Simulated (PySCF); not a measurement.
Species: C₂H₇ClGe₃.
SMILES: `C#[C][GeH2][GeH2][GeH2][Cl]`

Torsions of this conformer, `[CH:1]#[C:2][GeH2:3][GeH2:4][GeH2:5][Cl:6]`: C2–Ge3–Ge4–Ge5 55°, Ge3–Ge4–Ge5–Cl6 -61°.

The closed-shell ground state was solved at several levels (PySCF, density fitting, gas phase). The structure is a single PBE0-D3(BJ)/def2-SVP conformer in the gas phase; no vibrational or solvent corrections. Relativistic effects, spin–orbit coupling among them, are left out although an element past zinc is present.

```tsv
level	basis functions	HOMO (eV)	LUMO (eV)	gap (eV)	dipole (D)
wB97X-D/def2-SVPD	237	-9.37	0.87	10.24	1.93
PBE0/pcSseg-1	216	-7.68	-0.66	7.02	1.91
```

**Question.** Estimate the row for wB97X-D/pcSseg-1, a basis of 216 functions; the other rows only guide the guess.

**Answer.** HOMO -9.44 eV, LUMO 1.04 eV, gap 10.48 eV, dipole 1.99 D.

**Question.** Over all these levels, which gives the widest orbital gap and which the narrowest?

**Answer.** wB97X-D/pcSseg-1 (range-separated hybrid) has the widest, 10.48 eV, and PBE0/pcSseg-1 (global hybrid, 25 % exact exchange) the narrowest, 7.02 eV. The two share the basis. From the narrowest to the widest the HOMO moves by -1.76 eV and the LUMO by +1.70 eV.

**Question.** How far do the dipole and the HOMO energy spread over the levels?

**Answer.** The dipole runs from 1.91 to 1.99 D (mean 1.94 D) and the HOMO from -9.44 to -7.68 eV.
